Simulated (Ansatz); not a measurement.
System: C5H11O, charge 0, multiplicity 2. It need not be the lowest isomer of its formula. 
Geometry from a B3LYP-D3(BJ)/def2-TZVP (Ansatz, a program for electronic structure) optimisation:
```
C
H 1 1.0971
C 1 1.5291 2 107.77
H 3 1.0917 1 111.32 2 60.07
H 3 1.0918 4 108.01 1 122.30
H 3 1.0933 4 107.77 5 116.15
C 1 1.5299 2 107.98 3 -119.55
H 7 1.0915 1 112.31 2 -57.30
H 7 1.0916 8 107.30 1 -122.10
H 7 1.0936 8 107.83 9 -115.79
C 1 1.5325 2 107.80 3 119.08
H 11 1.0934 1 109.37 2 -65.79
H 11 1.0941 12 106.74 1 119.00
C 11 1.5286 12 107.59 13 116.69
O 14 1.3615 11 115.16 12 -56.60
H 14 1.1050 15 111.14 11 -128.43
H 14 1.1102 16 104.03 15 110.87
```
Charge 0, spin multiplicity 2.

Total electronic energies in hartree. Cores are frozen in the correlated levels unless marked. UHF or UKS for open shells. Spin-orbit coupling is left out. Non-relativistic unless marked X2C. CBS(X,Y): correlation extrapolated as X^-3; Hartree-Fock from the larger set. [CCSD(T)-MP2]/basis is that difference in the basis named.

```tsv
level	program	energy (Eh)
HF/cc-pVDZ	Ansatz	-270.58262
HF/cc-pVTZ	Ansatz	-270.66014
HF/cc-pVQZ	Ansatz	-270.67835
RI-HF/cc-pVQZ	Ansatz	-270.67825
B3LYP-D3(BJ)/def2-TZVPD	Ansatz + dftd3	-272.44479
PBE0/def2-TZVP	Ansatz	-272.08621
LC-wPBE-D3(BJ)/def2-TZVPD	Ansatz + dftd3	-272.26078
B2GP-PLYP-D4/def2-TZVPD	Ansatz + dftd4	-272.11215
B2PLYP-D3(BJ)/def2-TZVPD	Ansatz + dftd3	-272.17060
B2PLYP-D4/def2-TZVPD	Ansatz + dftd4	-272.16918
B2PLYP/def2-TZVPD	Ansatz	-272.16086
MP2/6-31G*	Ansatz	-271.35414
SCS-MP2/cc-pVDZ	Ansatz	-271.44147
SCS-MP2/cc-pwCVTZ	Ansatz	-271.74880
CCSD/6-31G	Ansatz	-271.06707
CCSD/6-31G*	Ansatz	-271.42944
CCSD/cc-pVDZ	Ansatz	-271.52654
CCSD/cc-pVTZ	Ansatz	-271.79594
CCSD(T)/STO-3G	Ansatz	-267.63819
CCSD(T)/cc-pVTZ	Ansatz	-271.83944
X2C-CCSD(T)/cc-pVTZ-DK	Ansatz	-271.96476
CCSD(T) with core electrons/cc-pwCVTZ	Ansatz	-272.14997
RI-MP2/CBS(cc-pVTZ,cc-pVQZ)+[CCSD(T)-MP2]/cc-pVTZ	Ansatz	-271.9798
```

Totals of different functionals don't rank their quality; only differences between species are comparable.
